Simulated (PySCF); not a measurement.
Coordinates in bohr (charge 0 multiplicity 1):
```
Te   -0.0006   -0.8170    0.0000
S     0.1395    3.4205    0.0000
H    -2.2046   -1.5687   -2.1919
H    -2.2046   -1.5687    2.1919
```

All numbers come from PBE0/[Te def2-TZVP with ECP28, S def2-TZVP, H def2-TZVP], scalar-relativistic core potentials, density fitting, no spin–orbit coupling, PySCF.

This geometry of H₂TeS is a stationary point at this level.

(1) What is the point group?

(2) Is it a minimum?

(3) What are the dipole moment and the gap between the highest occupied and lowest empty levels?

(4) Give the atomic charges and bond orders.

## Answers

(1) Cs.

(2) Yes: all harmonic wavenumbers are real.

(3) 4.13 D and 5.00 eV.

(4) 
```tsv
atom	Mulliken	Löwdin	polar tensor	Mayer order to Te1
Te1	0.39	0.38	0.85	–
S2	-0.51	-0.35	-0.51	1.65
H3,4	0.06	-0.01	-0.17	0.88
```

Only a few start shapes were tried, so a lower isomer may exist.
